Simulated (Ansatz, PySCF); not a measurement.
BrH₃InNO. Atoms are numbered in the order given.

```xyz
7

In     0.5563     0.3770     0.1529
Br    -1.4421    -1.0195    -0.4321
O      0.6675     2.2061    -0.6481
H     -0.0768     2.3774    -1.2429
N      1.8823    -0.2439     1.5654
H      2.8185     0.1464     1.4574
H      1.9594    -1.2576     1.6441
```
Charge 0, spin multiplicity 1.

The structure is a stationary point at B3LYP-D3(BJ)/def2-SVP. The structure was generated by enumeration; whether it is a known compound was not checked. The def2 effective core potentials stand for the cores of In; spin–orbit coupling is left out. The values are those of a single conformer.

Vertical ionisation energy (IE) and electron affinity (EA) in eV. Rows of orbital energies are one-electron estimates. Where ΔSCF, EOM or ADC give a negative EA the extra electron is unbound and the value depends on the basis.

```tsv
level	IE	EA
−ε(HOMO), −ε(LUMO), ωB97X/def2-TZVP (PySCF)	?	?
−ε(HOMO), −ε(LUMO), PBE/def2-TZVP (PySCF)	6.47	2.90
ΔSCF, PBE0/def2-SVPD (Ansatz), final states of multiplicity 2 and 2	9.90	0.63
ΔSCF, PBE/def2-SVPD (Ansatz), final states of multiplicity 2 and 2	9.48	0.74
```

Task: Complete the blanks. (Estimate from the structure and the level; the computed values follow.)

Result: 
- −ε(HOMO), −ε(LUMO), ωB97X/def2-TZVP (PySCF), IE: 10.28
- −ε(HOMO), −ε(LUMO), ωB97X/def2-TZVP (PySCF), EA: 0.11

Task: What vertical singlet–triplet gap does ΔSCF give with PBE0/def2-SVPD (Ansatz, a program for electronic structure) and with PBE/def2-SVPD (Ansatz)? (An estimate is asked for; the answer gives what the named calculation found.)

Result: 4.05 and 3.61 eV (triplet above singlet where positive).
